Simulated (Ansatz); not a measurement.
Harmonic vibrations of ClFH₄OSi₂ (`O[Si](F)([SiH3])Cl`) by finite differences.

```yaml
crystal:
  periodic: [false, false, false]
  atoms:
    - {symbol: O, position_ang: [-0.503401, 1.851621, -0.195024]}
    - {symbol: Si, position_ang: [0.340569, 0.517999, -0.578330]}
    - {symbol: F, position_ang: [1.902216, 0.836235, -0.556258]}
    - {symbol: Si, position_ang: [-0.178706, -1.180553, 0.928347]}
    - {symbol: Cl, position_ang: [-0.065660, -0.039600, -2.511986]}
    - {symbol: H, position_ang: [-0.543352, 2.583156, -0.814900]}
    - {symbol: H, position_ang: [-1.623025, -1.501080, 0.806451]}
    - {symbol: H, position_ang: [0.632897, -2.377617, 0.592380]}
    - {symbol: H, position_ang: [0.127061, -0.736464, 2.312220]}
basis:
  gaussian: {orbitals: def2-TZVP}
hamiltonian: {xc: pbe0, dispersion: d4}
phonons: {temperatures: {t_min: 298.15, t_max: 900, t_step: 200}}
```

```sh
$ ansatz run in.yaml --threads 4 --pin off --events-out ev --progress --plain --max-ram 10444MiB
```

Shortened log:

```
Functional definition: PBE0
mean field -33099.13857285 eV, -1216.3709071502 hartree, gradient 1.6e-5 eV, S^2 0.000000; 0 other end points of the search recorded, 0 dependent functions left out
mean field -33099.13852662 eV, -1216.3709054512 hartree, gradient 2.9e-6 eV, S^2 0.000000; 0 other end points of the search recorded, 0 dependent functions left out
mean field -33099.13854812 eV, -1216.3709062416 hartree, gradient 2.6e-6 eV, S^2 0.000000; 0 other end points of the search recorded, 0 dependent functions left out
mean field -33099.13843306 eV, -1216.3709020131 hartree, gradient 1.3e-6 eV, S^2 0.000000; 0 other end points of the search recorded, 0 dependent functions left out
mean field -33099.13837354 eV, -1216.3708998258 hartree, gradient 1.4e-6 eV, S^2 0.000000; 0 other end points of the search recorded, 0 dependent functions left out
mean field -33099.13849547 eV, -1216.3709043067 hartree, gradient 8.4e-7 eV, S^2 0.000000; 0 other end points of the search recorded, 0 dependent functions left out
mean field -33099.13848358 eV, -1216.3709038695 hartree, gradient 1.0e-6 eV, S^2 0.000000; 0 other end points of the search recorded, 0 dependent functions left out
mean field -33099.13842894 eV, -1216.3709018616 hartree, gradient 1.6e-6 eV, S^2 0.000000; 0 other end points of the search recorded, 0 dependent functions left out
mean field -33099.13844343 eV, -1216.3709023944 hartree, gradient 1.2e-6 eV, S^2 0.000000; 0 other end points of the search recorded, 0 dependent functions left out
mean field -33099.13843894 eV, -1216.3709022291 hartree, gradient 1.3e-6 eV, S^2 0.000000; 0 other end points of the search recorded, 0 dependent functions left out
mean field -33099.13846290 eV, -1216.3709031098 hartree, gradient 1.1e-6 eV, S^2 0.000000; 0 other end points of the search recorded, 0 dependent functions left out
mean field -33099.13849971 eV, -1216.3709044624 hartree, gradient 7.9e-7 eV, S^2 0.000000; 0 other end points of the search recorded, 0 dependent functions left out
mean field -33099.13847652 eV, -1216.3709036101 hartree, gradient 1.1e-6 eV, S^2 0.000000; 0 other end points of the search recorded, 0 dependent functions left out
mean field -33099.13849419 eV, -1216.3709042594 hartree, gradient 2.0e-6 eV, S^2 0.000000; 0 other end points of the search recorded, 0 dependent functions left out
mean field -33099.13844884 eV, -1216.3709025931 hartree, gradient 2.7e-6 eV, S^2 0.000000; 0 other end points of the search recorded, 0 dependent functions left out
mean field -33099.13856938 eV, -1216.3709070229 hartree, gradient 1.6e-6 eV, S^2 0.000000; 0 other end points of the search recorded, 0 dependent functions left out
mean field -33099.13855288 eV, -1216.3709064165 hartree, gradient 1.4e-6 eV, S^2 0.000000; 0 other end points of the search recorded, 0 dependent functions left out
mean field -33099.13856189 eV, -1216.3709067474 hartree, gradient 1.5e-6 eV, S^2 0.000000; 0 other end points of the search recorded, 0 dependent functions left out
mean field -33099.13856764 eV, -1216.3709069587 hartree, gradient 1.5e-6 eV, S^2 0.000000; 0 other end points of the search recorded, 0 dependent functions left out
mean field -33099.13848612 eV, -1216.3709039629 hartree, gradient 1.7e-6 eV, S^2 0.000000; 0 other end points of the search recorded, 0 dependent functions left out
mean field -33099.13848350 eV, -1216.3709038668 hartree, gradient 2.0e-6 eV, S^2 0.000000; 0 other end points of the search recorded, 0 dependent functions left out
mean field -33099.13849036 eV, -1216.3709041188 hartree, gradient 1.7e-6 eV, S^2 0.000000; 0 other end points of the search recorded, 0 dependent functions left out
mean field -33099.13849949 eV, -1216.3709044545 hartree, gradient 1.8e-6 eV, S^2 0.000000; 0 other end points of the search recorded, 0 dependent functions left out
mean field -33099.13850364 eV, -1216.3709046070 hartree, gradient 1.9e-6 eV, S^2 0.000000; 0 other end points of the search recorded, 0 dependent functions left out
mean field -33099.13847996 eV, -1216.3709037366 hartree, gradient 1.5e-6 eV, S^2 0.000000; 0 other end points of the search recorded, 0 dependent functions left out
mean field -33099.13856546 eV, -1216.3709068789 hartree, gradient 1.9e-6 eV, S^2 0.000000; 0 other end points of the search recorded, 0 dependent functions left out
mean field -33099.13856600 eV, -1216.3709068987 hartree, gradient 2.0e-6 eV, S^2 0.000000; 0 other end points of the search recorded, 0 dependent functions left out
mean field -33099.13856593 eV, -1216.3709068959 hartree, gradient 2.1e-6 eV, S^2 0.000000; 0 other end points of the search recorded, 0 dependent functions left out
mean field -33099.13856288 eV, -1216.3709067839 hartree, gradient 2.0e-6 eV, S^2 0.000000; 0 other end points of the search recorded, 0 dependent functions left out
mean field -33099.13847715 eV, -1216.3709036334 hartree, gradient 2.9e-6 eV, S^2 0.000000; 0 other end points of the search recorded, 0 dependent functions left out
mean field -33099.13856902 eV, -1216.3709070094 hartree, gradient 3.0e-6 eV, S^2 0.000000; 0 other end points of the search recorded, 0 dependent functions left out
mean field -33099.13856968 eV, -1216.3709070339 hartree, gradient 1.7e-6 eV, S^2 0.000000; 0 other end points of the search recorded, 0 dependent functions left out
mean field -33099.13856963 eV, -1216.3709070320 hartree, gradient 1.8e-6 eV, S^2 0.000000; 0 other end points of the search recorded, 0 dependent functions left out
mean field -33099.13847304 eV, -1216.3709034823 hartree, gradient 2.5e-6 eV, S^2 0.000000; 0 other end points of the search recorded, 0 dependent functions left out
mean field -33099.13846931 eV, -1216.3709033451 hartree, gradient 2.7e-6 eV, S^2 0.000000; 0 other end points of the search recorded, 0 dependent functions left out
mean field -33099.13850115 eV, -1216.3709045155 hartree, gradient 1.8e-6 eV, S^2 0.000000; 0 other end points of the search recorded, 0 dependent functions left out
mean field -33099.13850712 eV, -1216.3709047348 hartree, gradient 2.0e-6 eV, S^2 0.000000; 0 other end points of the search recorded, 0 dependent functions left out
mean field -33099.13851464 eV, -1216.3709050113 hartree, gradient 2.3e-6 eV, S^2 0.000000; 0 other end points of the search recorded, 0 dependent functions left out
mean field -33099.13852368 eV, -1216.3709053434 hartree, gradient 2.5e-6 eV, S^2 0.000000; 0 other end points of the search recorded, 0 dependent functions left out
mean field -33099.13855648 eV, -1216.3709065489 hartree, gradient 1.6e-6 eV, S^2 0.000000; 0 other end points of the search recorded, 0 dependent functions left out
mean field -33099.13857354 eV, -1216.3709071755 hartree, gradient 1.5e-6 eV, S^2 0.000000; 0 other end points of the search recorded, 0 dependent functions left out
mean field -33099.13857462 eV, -1216.3709072153 hartree, gradient 1.5e-6 eV, S^2 0.000000; 0 other end points of the search recorded, 0 dependent functions left out
mean field -33099.13855934 eV, -1216.3709066537 hartree, gradient 1.6e-6 eV, S^2 0.000000; 0 other end points of the search recorded, 0 dependent functions left out
mean field -33099.13855083 eV, -1216.3709063412 hartree, gradient 2.0e-6 eV, S^2 0.000000; 0 other end points of the search recorded, 0 dependent functions left out
mean field -33099.13855328 eV, -1216.3709064312 hartree, gradient 2.0e-6 eV, S^2 0.000000; 0 other end points of the search recorded, 0 dependent functions left out
mean field -33099.13852428 eV, -1216.3709053656 hartree, gradient 2.4e-6 eV, S^2 0.000000; 0 other end points of the search recorded, 0 dependent functions left out
mean field -33099.13854443 eV, -1216.3709061059 hartree, gradient 2.6e-6 eV, S^2 0.000000; 0 other end points of the search recorded, 0 dependent functions left out
mean field -33099.13857243 eV, -1216.3709071347 hartree, gradient 1.7e-6 eV, S^2 0.000000; 0 other end points of the search recorded, 0 dependent functions left out
mean field -33099.13855708 eV, -1216.3709065706 hartree, gradient 1.5e-6 eV, S^2 0.000000; 0 other end points of the search recorded, 0 dependent functions left out
mean field -33099.13856502 eV, -1216.3709068626 hartree, gradient 1.3e-6 eV, S^2 0.000000; 0 other end points of the search recorded, 0 dependent functions left out
mean field -33099.13856497 eV, -1216.3709068609 hartree, gradient 1.5e-6 eV, S^2 0.000000; 0 other end points of the search recorded, 0 dependent functions left out
mean field -33099.13855676 eV, -1216.3709065590 hartree, gradient 1.5e-6 eV, S^2 0.000000; 0 other end points of the search recorded, 0 dependent functions left out
mean field -33099.13856927 eV, -1216.3709070186 hartree, gradient 1.5e-6 eV, S^2 0.000000; 0 other end points of the search recorded, 0 dependent functions left out
mean field -33099.13853050 eV, -1216.3709055940 hartree, gradient 2.4e-6 eV, S^2 0.000000; 0 other end points of the search recorded, 0 dependent functions left out
mean field -33099.13851635 eV, -1216.3709050741 hartree, gradient 2.3e-6 eV, S^2 0.000000; 0 other end points of the search recorded, 0 dependent functions left out
Total energy: -33099.34479679 eV, -1216.3784857405 hartree
Atom 0 at    -0.503401     1.851621    -0.195024 Å, force    -0.000841     0.000540    -0.000290 eV/Å
Atom 1 at     0.340569     0.517999    -0.578330 Å, force     0.000593     0.000725     0.000373 eV/Å
Atom 2 at     1.902216     0.836235    -0.556258 Å, force     0.000482    -0.000835    -0.000450 eV/Å
Atom 3 at    -0.178706    -1.180553     0.928347 Å, force    -0.000200     0.000412     0.000246 eV/Å
Atom 4 at    -0.065660    -0.039600    -2.511986 Å, force     0.000389     0.000476     0.000571 eV/Å
Atom 5 at    -0.543352     2.583156    -0.814900 Å, force    -0.000508    -0.000400    -0.000178 eV/Å
Atom 6 at    -1.623025    -1.501080     0.806451 Å, force     0.000239    -0.000300    -0.000052 eV/Å
Atom 7 at     0.632897    -2.377617     0.592380 Å, force    -0.000554    -0.000362     0.000211 eV/Å
Atom 8 at     0.127061    -0.736464     2.312220 Å, force     0.000401    -0.000257    -0.000431 eV/Å
Dipole moment:    -0.176901     0.107976     0.058815 e Å
Vibrations: 89.45 108.35 138.59 190.98 253.14 269.41 309.44 440.51 510.23 524.00 579.86 798.10 850.08 901.71 931.42 934.72 970.38 2230.76 2244.80 2246.97 3902.27 cm⁻¹, zero-point energy 1.204208 eV
```

It took 81 s on 4 threads of an Intel Xeon Platinum 8488C on a shared host, with 0.58 GiB of host memory at the peak.
